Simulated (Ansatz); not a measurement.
Ansatz results at the PBE0-D4/def2-TZVP geometry: HOMO–LUMO gap (ωB97M-V/def2-TZVPP) 11.42 eV; size of the dipole moment (B3LYP/def2-TZVPP) 0.72 D; LUMO energy (PBE/def2-TZVPP) -1.18 eV.

Each molecule was computed in one conformer, which needn't be the lowest.

(1) Which molecule gave them?
A. `[OH][GeH2][O][SiH](O)O`
B. `N[SiH2]N[SiH](N)F`
C. `N[SiH](Cl)[Si](N)(Cl)Cl`
D. `O[SiH](Cl)[Si](O)(O)O`

Results:

(1) C. The others give `O[SiH](Cl)[Si](O)(O)O`: 11.39, 1.37, -1.16; `[OH][GeH2][O][SiH](O)O`: 12.87, 2.48, -0.34; `N[SiH2]N[SiH](N)F`: 11.85, 3.06, -0.26.

B3LYP here is the variant with VWN-RPA as its local correlation; programs differ in this.
